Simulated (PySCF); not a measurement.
Vertical excitations of a molecule C₂H₇FOSi₂ from TDDFT-ωB97X/def2-SVPD (PySCF), as energy in eV (oscillator strength): 2.44 (0.000), 5.88 (0.026), 6.57 (0.021), 7.16 (0.089), 7.25 (0.147), 7.34 (0.009), 7.44 (0.013), 7.65 (0.090), 7.89 (0.118), 7.93 (0.166). Lowest triplet (TDA): 1.82 eV. The structure is a stationary point at B3LYP-D3(BJ)/def2-SVP. The values are those of a single conformer.

Task: Which molecule gave these data?
A) O[SiH2]/C=C(\F)[SiH3]
B) C[Si@H](F)C(=O)[SiH3]
C) O[Si@@H]1C[SiH2][C@@H]1F
D) O=C([SiH3])[SiH2]CF

Result: B, C[Si@H](F)C(=O)[SiH3]
